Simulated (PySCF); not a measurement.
# Cost of excited-state runs on `InChI=1S/C5H6N2S/c1-2-4(1)5-3-8-7-6-5/h3-4H,1-2H2`

Atom-mapped SMILES (the numbers label the heavy atoms): `[cH:1]1[s:2][n:3][n:4][c:5]1[CH:6]1[CH2:7][CH2:8]1`. Hydrogens are named by the atom that carries them. Ha(C7), Ha(C8) are cis to C5 on the ring; Hb(C7), Hb(C8) are trans to C5 on the ring.

PySCF with density fitting, on 1 thread of an Arm Neoverse V1, shared host. Command: `OMP_NUM_THREADS=1 python excited_run.py task.json out`

**Question.** How long does each of these runs take, and how much memory?
- magnetisability and related constants, CAM-B3LYP/pcSseg-1; usual settings
- magnetisability and related constants, PBE/pcSseg-1; isotopologues; writes grids

**Answer.** 
| run | level | basis functions | wall time | peak memory (GiB) |
| --- | --- | --- | --- | --- |
| magnetisability and related constants | CAM-B3LYP/pcSseg-1 | 173 | 38 s | 0.84 |
| magnetisability and related constants | PBE/pcSseg-1 | 173 | 43 s | 0.59 |

Times from a shared host are rough.
